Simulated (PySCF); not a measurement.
# EPR parameters of C2H9OSi2

Species: C2H9OSi2 (doublet state).
Geometry (GFN2-xTB, Å), atoms numbered from 1 in this order:
```xyz
14
C2H9OSi2 angstrom
C      2.324    1.251    0.081
O      1.115    0.642    0.451
C      0.867   -0.590   -0.073
Si    -0.797   -1.333    0.197
Si    -2.513   -0.003   -0.624
H      2.374    1.402   -1.003
H      2.360    2.216    0.585
H      3.183    0.646    0.392
H      1.615   -0.977   -0.753
H     -0.722   -2.654   -0.442
H     -1.006   -1.566    1.638
H     -2.544    1.326   -0.008
H     -3.839   -0.587   -0.398
H     -2.418    0.227   -2.071
```

The hyperfine couplings belong to this conformer and change with its torsions.

Identity: `O(C)[CH][SiH2][SiH3]` [radical].

The calculation used PySCF, UKS B3LYP, pcH-1 on C H O Si, non-relativistic, mean-field spin-orbit, GIAO. Isolated species at its GFN2-xTB geometry (one conformer only). Couplings are sensitive to structure, and on GFN2-xTB geometries they can be far from those on DFT ones. The SCF solution wasn't tested for stability.

```
g1, g2, g3                      : 2.00213, 2.00365, 2.00453
g_iso                           : 2.00344
Form of g                       : rhombic: the two nearest values differ by 36 % of g3 − g1
⟨S²⟩                            : 0.7535 (exact 0.7500)
α and β electrons               : 29, 28
HOMO–LUMO gap, α and β orbitals : 5.13, 6.27 eV
Total energy                    : -735.80077 Eh
```

Isotropic coupling and dipolar principal values T1 to T3, in mT (MHz turned into mT with g_iso):

```json
{"atom": "C1", "isotope": "13C", "a_iso": "-0.22", "of which spin–orbit": "0.00", "T1": "-0.06", "T2": "-0.03", "T3": "0.09", "Mulliken spin population": "-0.02"}
{"atom": "O2", "isotope": "17O", "a_iso": "-0.90", "of which spin–orbit": "0.00", "T1": "-2.56", "T2": "1.23", "T3": "1.33", "Mulliken spin population": "0.14"}
{"atom": "C3", "isotope": "13C", "a_iso": "2.84", "of which spin–orbit": "0.00", "T1": "-2.38", "T2": "-2.33", "T3": "4.71", "Mulliken spin population": "0.83"}
{"atom": "Si4", "isotope": "29Si", "a_iso": "1.44", "of which spin–orbit": "0.00", "T1": "-0.07", "T2": "-0.02", "T3": "0.10", "Mulliken spin population": "-0.02"}
{"atom": "Si5", "isotope": "29Si", "a_iso": "-2.02", "of which spin–orbit": "0.00", "T1": "-0.34", "T2": "0.16", "T3": "0.18", "Mulliken spin population": "0.04"}
{"atom": "H6", "isotope": "1H", "a_iso": "0.55", "of which spin–orbit": "0.00", "T1": "-0.13", "T2": "-0.11", "T3": "0.24", "Mulliken spin population": "0.02"}
{"atom": "H7", "isotope": "1H", "a_iso": "-0.05", "of which spin–orbit": "0.00", "T1": "-0.12", "T2": "-0.09", "T3": "0.21", "Mulliken spin population": "0.00"}
{"atom": "H8", "isotope": "1H", "a_iso": "0.57", "of which spin–orbit": "0.00", "T1": "-0.13", "T2": "-0.12", "T3": "0.24", "Mulliken spin population": "0.02"}
{"atom": "H9", "isotope": "1H", "a_iso": "-1.82", "of which spin–orbit": "0.00", "T1": "-1.13", "T2": "0.01", "T3": "1.13", "Mulliken spin population": "-0.04"}
{"atom": "H10", "isotope": "1H", "a_iso": "-0.08", "of which spin–orbit": "0.00", "T1": "-0.13", "T2": "-0.09", "T3": "0.22", "Mulliken spin population": "0.00"}
{"atom": "H11", "isotope": "1H", "a_iso": "2.09", "of which spin–orbit": "0.00", "T1": "-0.11", "T2": "-0.07", "T3": "0.18", "Mulliken spin population": "0.03"}
{"atom": "H12", "isotope": "1H", "a_iso": "0.00", "of which spin–orbit": "0.00", "T1": "-0.05", "T2": "-0.03", "T3": "0.08", "Mulliken spin population": "0.00"}
{"atom": "H13", "isotope": "1H", "a_iso": "0.43", "of which spin–orbit": "0.00", "T1": "-0.04", "T2": "-0.02", "T3": "0.06", "Mulliken spin population": "0.01"}
{"atom": "H14", "isotope": "1H", "a_iso": "-0.09", "of which spin–orbit": "0.00", "T1": "-0.06", "T2": "-0.03", "T3": "0.09", "Mulliken spin population": "0.00"}
```

The largest Mulliken spin populations are on C3 (+0.83) and O2 (+0.14). C3 is the only atom above +0.15. The angles at C3 add up to 359.2°, so it is planar; its axial dipolar tensor and the negative coupling of its proton fit spin in a p orbital normal to that plane.

Axes: g3 points within 6° of the C1–O2 bond.

Under fast tumbling the dipolar parts average out, and these isotropic splittings remain: 1 × 1H (H9, I = 1/2, 2 lines) with 1.82 mT, 2 × 1H (H10/H11, I = 1/2, 3 lines) with 1.00 mT, 3 × 1H (H6/H7/H8, I = 1/2, 4 lines) with 0.35 mT and 3 × 1H (H12/H13/H14, I = 1/2, 4 lines) with 0.12 mT.

Means are taken over nuclei equivalent by connectivity, which assumes that they swap fast. The three 1H nuclei of mean +9.9 MHz run from -1.5 to 15.9 MHz in the frozen geometry. The three 1H nuclei of mean +3.2 MHz run from -2.4 to 12.1 MHz in the frozen geometry. The 1H value of +28.1 MHz is a mean of couplings from -2.4 to 58.5 MHz in this one geometry, not an average over conformers.

The 17O coupling of O2 (-25.2 MHz) shows only in satellite lines or after enrichment, since that isotope makes up about 0.038 % of natural oxygen.

The 29Si coupling of Si5 (-56.7 MHz) shows only in satellite lines or after enrichment, since that isotope makes up about 4.7 % of natural silicon.

The spin density at the nucleus, in bohr⁻³, is negative for Si4 (-0.0454), H9 (-0.0114) and C1 (-0.0055), for instance. A restricted open-shell determinant has no negative spin density anywhere; here it arises because α and β orbitals differ (spin polarisation).
